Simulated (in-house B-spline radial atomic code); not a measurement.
## Ni4+: [Ar] (3d3/2)4 (3d5/2)1 (7g9/2)1 (an excited or competing configuration)

Level of theory: Dirac-Hartree-Fock, average of the jj configuration, Fermi nucleus of rms radius 3.7757 fm; calculated with a B-spline radial code for spherical atoms.

Effective charges: Z_r = [3n² - l(l+1)]/(2<r>) from the radius, Z_e = n√(-2ε) from the energy, and Slater's rules. Values are occupation-weighted means over j.

| shell | electrons | ε (eV) | <r> (bohr) | Z_r | Z_e | Slater |
| --- | --- | --- | --- | --- | --- | --- |
| 1s | 2 | -8495.8 | 0.05406 | 27.75 | 24.99 | 27.70 |
| 2s | 2 | -1142.3 | 0.2434 | 24.65 | 18.33 | 23.85 |
| 2p | 6 | -991.26 | 0.2148 | 23.28 | 17.07 | 23.85 |
| 3s | 2 | -220.34 | 0.719 | 18.78 | 12.07 | 16.75 |
| 3p | 6 | -172.58 | 0.745 | 16.78 | 10.68 | 16.75 |
| 3d | 5 | -103.25 | 0.7894 | 13.30 | 8.26 | 8.60 |
| 7g | 1 | -6.9446 | 12.69 | 5.00 | 5.00 | - |

The least bound orbital is 7g9/2 at -6.945 eV, and it is also the most diffuse (<r> = 12.69 bohr).

For the 1s electron the small component carries 1.02 % of the norm, the zero-frequency Breit interaction raises the level by 10.6 eV, self-energy by 5.314 eV, and vacuum polarisation lowers it by 0.4727 eV.
